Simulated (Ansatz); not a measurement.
`B[SiH2]CN` + `N[SiH3]` → `B[SiH2]N[SiH3]` + CH₃NH₂ at 400 K and 1 bar (ligand exchange at the Si–C bond).

Gas-phase electronic energies from Ansatz, PBE0-D4/def2-TZVP geometries. CCSD(T)/CBS adds triple-zeta CCSD(T) − MP2 to the extrapolated MP2 energy (def2 sets, frozen cores). This one scheme is used for every species. One conformer a species, not always the lowest.

| species | CCSD(T)/CBS energy (Eh) | H − E (kJ/mol) | S (J/(mol·K)) |
| --- | --- | --- | --- |
| `B[SiH2]CN` | -411.38926 | 272.9 | 380.6 |
| `N[SiH3]` | -346.80422 | 153.0 | 285.3 |
| `B[SiH2]N[SiH3]` | -662.46710 | 242.3 | 407.8 |
| CH₃NH₂ | -95.75281 | 185.4 | 256.0 |

H − E and S are ideal-gas, rigid-rotor, harmonic terms from PBE0-D4/def2-TZVP, for one conformer and one mirror image of each species. 1 Eh = 2625.50 kJ/mol, R = 8.31446 J/(mol·K).

Task: By hand: ΔE, ΔH, ΔS and ΔG.

Result: ΔE = (-662.46710) + (-95.75281) − (-411.38926) − (-346.80422) = -0.02643 Eh = -69.4 kJ/mol. Δ(H − E) = 242.3 + 185.4 − 272.9 − 153.0 = 1.8, so ΔH = -67.6 kJ/mol. ΔS = 407.8 + 256.0 − 380.6 − 285.3 = -2.1 J/(mol·K). ΔG = -67.6 − 400 × (-2.1)/1000 = -66.8 kJ/mol.

Task: By hand: the equilibrium constant, and the temperature at which ΔG would vanish if ΔH and ΔS stayed fixed.

Result: log₁₀ K = −ΔG/(RT ln 10) = 8.7. ΔG = 0 at ΔH/ΔS = 32190 K, far beyond where these terms or the molecules hold.

The number of gas molecules stays the same, so ΔS is small and ΔH decides. A doubt of 5 kJ/mol in ΔE shifts log₁₀ K by 0.7 here. Other conformers and mirror images would add mixing entropy, several J/(mol·K) or more a flexible species. Modes under 60 cm⁻¹, often nearly free rotors, make the harmonic entropy too high. These are equilibria of isolated gas molecules and say nothing of rates. Largest T1 diagnostic: 0.011 (customary marks: 0.02 for closed shells, 0.045 for open ones).
